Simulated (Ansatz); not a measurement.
`[CH3][Mg][NH2]` and `C[CH2][Mg][NH2]` differ in one atom or group.

Ansatz, PBE0-D4/def2-TZVP geometries, multiplicity 1. Each molecule was computed in one conformer, which needn't be the lowest.

```json
{"property": "LUMO energy (PBE/def2-TZVPP) / eV", "`[CH3][Mg][NH2]`": "-1.29"}
{"property": "LUMO energy (ωB97M-V/def2-TZVPP) / eV", "`[CH3][Mg][NH2]`": "0.48"}
{"property": "HOMO energy (PBE0/def2-TZVPP) / eV", "`[CH3][Mg][NH2]`": "-6.14"}
{"property": "HOMO–LUMO gap (B3LYP/def2-TZVPP) / eV", "`[CH3][Mg][NH2]`": "5.01"}
{"property": "HOMO energy (B3LYP/def2-TZVPP) / eV", "`[CH3][Mg][NH2]`": "-5.92"}
{"property": "size of the dipole moment (B3LYP/def2-TZVPP) / D", "`[CH3][Mg][NH2]`": "0.29"}
```

What does the change do to each property? (Best estimate.)

Computed: 
| property | `C[CH2][Mg][NH2]` | shift |
| --- | --- | --- |
| LUMO energy (PBE/def2-TZVPP) / eV | -1.31 | -0.02 |
| LUMO energy (ωB97M-V/def2-TZVPP) / eV | 0.48 | 0.00 |
| HOMO energy (PBE0/def2-TZVPP) / eV | -6.13 | 0.01 |
| HOMO–LUMO gap (B3LYP/def2-TZVPP) / eV | 5.00 | -0.01 |
| HOMO energy (B3LYP/def2-TZVPP) / eV | -5.90 | 0.02 |
| size of the dipole moment (B3LYP/def2-TZVPP) / D | 0.28 | -0.01 |

Dipoles are sizes alone; their direction can turn.

B3LYP here is the variant with VWN-RPA as its local correlation; programs differ in this.
